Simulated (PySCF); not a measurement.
## Exercise with solution: chemical shift, span and skew from a shielding tensor

C3H7FOSi, SMILES C=CC[Si@H](O)F. Atoms are numbered in the order given.

```xyz
13

C     -2.5804     0.2343     0.1569
C     -1.7781    -0.8098     0.3795
C     -0.3781    -0.7105     0.9340
Si     0.7807    -0.0964    -0.3849
O      2.3202    -0.1474     0.2215
F      0.3922     1.4517    -0.7220
H     -2.2686     1.2567     0.3978
H     -3.5769     0.1027    -0.2748
H     -2.1261    -1.8126     0.1017
H     -0.0205    -1.6781     1.3195
H     -0.3260     0.0103     1.7677
H      0.6719    -0.8302    -1.6715
H      3.0443     0.1305    -0.3484
```
Charge 0, spin multiplicity 1.

Geometry optimised at ωB97X-D3(BJ)/def2-SVP. The structure was generated by enumeration; whether it is a known compound was not checked. The values are those of a single conformer.

GIAO shieldings from HF/pcSseg-1 run with PySCF, non-relativistic, no solvent. The symmetric part of the tensor of C1 has the principal values -71.2, 93.9, 166.0 ppm. The same nucleus in TMS has σ = 192.6 ppm at this level (PySCF, at its B3LYP-D3(BJ)/def2-TZVP geometry).

Task: Work out the isotropic shielding, the ¹³C shift against TMS, the span and the skew.

Result: 
σ(iso) = (σ11 + σ22 + σ33)/3 = 62.9 ppm. δ = σ(ref) − σ(iso) = 192.6 − (62.9) = 129.7 ppm.
Span Ω = σ33 − σ11 = 237.2 ppm. Skew κ = 3(σ(iso) − σ22)/Ω = -0.39. Tumbling in solution averages the tensor to δ; in a static solid the shielding alone would spread this spin-1/2 line over Ω.
